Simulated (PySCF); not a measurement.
H4OSe2Si, SMILES [SeH][Se]O[SiH3], PBE0/def2-SVP optimised geometry.

```
8

Se    -0.65    -0.65    -3.01
Se    -2.14     1.05    -3.44
H     -3.25     0.21    -3.93
O     -1.09    -1.19    -1.33
Si    -0.49    -0.34     0.00
H      1.01    -0.34     0.00
H     -1.01    -1.07     1.19
H     -0.98     1.07     0.00
```

Density from PBE0/def2-TZVP in PySCF at that geometry.

Minimum of the electron density along straight lines between bonded atoms, close to the bond critical point (lines longer than 1.1 times the sum of covalent radii, or with two minima, are not listed):

| bond | length / Å | ρ at the minimum / e bohr⁻³ | ∇²ρ there / e bohr⁻⁵ | position (fraction from the first atom) |
|---|---|---|---|---|
| Se1–Se2 | 2.301 | 0.112 | -0.05 | 0.50 |
| Se2–H3 | 1.478 | 0.175 | -0.33 | 0.63 |
| Se1–O4 | 1.814 | 0.155 | 0.18 | 0.47 |
| O4–Si5 | 1.686 | 0.127 | 0.69 | 0.59 |
| Si5–H6 | 1.494 | 0.121 | 0.14 | 0.49 |
| Si5–H7 | 1.489 | 0.122 | 0.14 | 0.49 |
| Si5–H8 | 1.493 | 0.121 | 0.14 | 0.49 |
